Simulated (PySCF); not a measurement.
Computed Raman spectrum (relative Raman activity) of a molecule C4H4ClF. Geometry optimised at B3LYP-D3(BJ)/def2-SVP. Other conformers were not sampled. All values below come from PySCF with B3LYP-D3(BJ)/def2-SVP. Frequencies are harmonic and unscaled.

ν (cm⁻¹): 1219 (w), 1315 (w), 1404 (w), 1657 (w), 1726 (vs), 3175 (w), 3181 (m), 3211 (m), 3283 (m) (against the strongest line: vs over 80 %, s over 45 %, m over 15 %, w over 4 %, vw less)

Question: Identify the compound among the candidates.
(A) F[C@H]1C=C(Cl)C1
(B) F/C=C\C=C/Cl
(C) C=C(F)/C=C\Cl
(D) C=C=C[C@H](F)Cl

Answer: C, C=C(F)/C=C\Cl
